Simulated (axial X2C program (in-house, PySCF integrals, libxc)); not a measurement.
Worked dissociation energy of MoH⁻: CCSD(T), spin-free

All values were computed with an axial X2C code built on PySCF integrals. Spin-free means the one-electron spin-free X2C Hamiltonian. Basis: Mo dyall-acv3z [12s13p10d5f3g], H dyall-av3z [7s3p2d] (cores contracted in-house); Gaussian nuclei, density fitting, unrestricted open shells. Masses: Mo 97.905 u, H 1.008 u.

Molecular state: M_S = 3, Λ = 0 (beyond evenly filled blocks: 2 × σα, π+α, π-α, δ+α, δ-α).

Correlated methods: 8 electrons correlated (number of frozen shells: Mo 4 s, 3 p, 1 d; H none), 260 virtual spin orbitals or spinors in MP2, 90 natural virtuals in coupled cluster.

- E(Mo) (2M_S = 6, M_L = 0): -4046.333375 hartree
- E(H-) (2M_S = 0, M_L = 0): -0.527386 hartree
- E(MoH⁻) at Re: -4046.936690 hartree
- ωe: 1284.7 cm⁻¹
- ωexe: 30.9 cm⁻¹

Task: Work out De and D0.

Result: De = -4046.333375 + (-0.527386) − (-4046.936690) = 0.07593 hartree = 2.066 eV. The zero-point energy is ωe/2 − ωexe/4 = 635 cm⁻¹ = 0.079 eV, so D0 = 1.987 eV.

The state is a single determinant with fixed occupations, the lowest that a limited PBE0 search found. De is counted from the lowest determinant-based energies of the atoms at the same level, without counterpoise correction. Coupled cluster ran in a truncated set of natural virtual spinors; the MP2 energy of the rest was added. (T) has no such correction and the atoms are truncated less, which lowers De at CCSD(T) by a hundredth of an eV or more. PBE0 can misorder states that lie within some tenths of an eV, so this need not be the ground state of the molecule. The nearest other spin-free determinant of the search, M_S = 2, Λ = 0, lies 0.06 eV up at the distance of the search. With the outer-core shells frozen, correlated bond lengths of heavy atoms tend to come out a few hundredths of an ångström too long.

Each atomic determinant is the lowest at this level and need not be a pure term. Totals compare only within one Hamiltonian and basis.
